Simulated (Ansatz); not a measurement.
Z-matrix (Å, degrees):
```
C
C 1 1.519
H 1 1.092 2 111.6
H 1 1.094 2 111.1 3 -120.2
H 1 1.094 2 111.1 3 120.2
C 2 1.520 1 113.0 3 180.0
H 2 1.096 1 109.6 3 57.9
H 2 1.096 1 109.6 3 -58.0
C 6 1.519 2 113.5 1 -180.0
H 6 1.097 2 109.3 1 -57.6
H 6 1.097 2 109.2 1 57.8
C 9 1.520 6 113.0 2 -179.8
H 9 1.096 6 108.9 2 -57.1
H 9 1.098 6 109.3 2 58.3
C 12 1.523 9 114.5 6 -176.3
H 12 1.096 9 108.8 6 -54.5
H 12 1.097 9 109.3 6 60.8
C 15 1.523 12 113.8 9 -64.6
H 15 1.096 12 108.9 9 173.6
H 15 1.097 12 109.2 9 58.0
C 18 1.510 15 111.3 12 -176.2
H 18 1.093 15 110.7 12 62.6
H 18 1.095 15 109.9 12 -55.1
Cl 21 1.786 18 111.8 15 -179.6
H 21 1.090 18 111.6 15 -60.5
H 21 1.090 18 111.6 15 61.2
```

Charge 0, multiplicity 1.

Task: List the PBE/def2-TZVPP orbital energies in eV (Ansatz). (Estimate.)

Result: Ansatz gave: Occupied: -2738.58, -270.34, -269.05, -269.01, -268.87, -268.77, -268.75, -268.73, -268.54, -249.12, -189.90, -189.61, -189.61, -21.32, -20.27, -19.54, -18.44, -17.19, -15.72, -14.95, -14.19, -14.05, -12.03, -11.79, -11.05, -10.92, -10.60, -10.23, -10.07, -9.58, -9.21, -8.98, -8.79, -8.40, -8.09, -7.85, -7.80, -7.63, -7.47, -6.82, -6.81. Lowest empty: -0.13, 0.35, 0.58, 0.89, 1.00, 1.07, 1.65, 1.70.
